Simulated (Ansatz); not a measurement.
C₃H₅ClFIn (`C=C[CH2][In]([F])[Cl]`). Charge 0, multiplicity 1. In takes the def2 core potential.

Cartesian coordinates in Å:
```
C -0.807 -1.524 -0.204
C 0.463 -1.211 0.007
C 1.045 0.152 0.172
In -0.357 1.762 0.036
F -2.270 1.526 -0.269
Cl 0.083 4.031 0.212
H -1.113 -2.558 -0.308
H -1.591 -0.773 -0.283
H 1.191 -2.021 0.074
H 1.542 0.262 1.142
H 1.815 0.354 -0.579
```

Q: What are the harmonic wavenumbers in cm⁻¹ at PBE0-D4/def2-TZVP (Ansatz, finite differences of forces, unscaled)? (Estimate.)

A: Computed: 20, 68, 100, 122, 139, 163, 360, 428, 515, 581, 602, 769, 943, 983, 1018, 1043, 1146, 1211, 1328, 1435, 1462, 1723, 3055, 3092, 3125, 3136, 3235.

Q: Is this a minimum?

A: Yes, all 27 modes are real.

Q: Give the ideal-gas thermochemistry at 298.15 K and 1 bar (rigid rotor, harmonic oscillator; point group Cs, symmetry number 1).

A: Zero-point energy 190.2 kJ/mol; H(298) − E = 215.6 kJ/mol; entropy 409.7 J/(mol·K), of which translation 175.6, rotation 121.2, vibration 112.9; G(298) − E = 93.4 kJ/mol. Modes under 100 cm⁻¹ are hindered rotations or soft bends, so the harmonic entropy is rough.
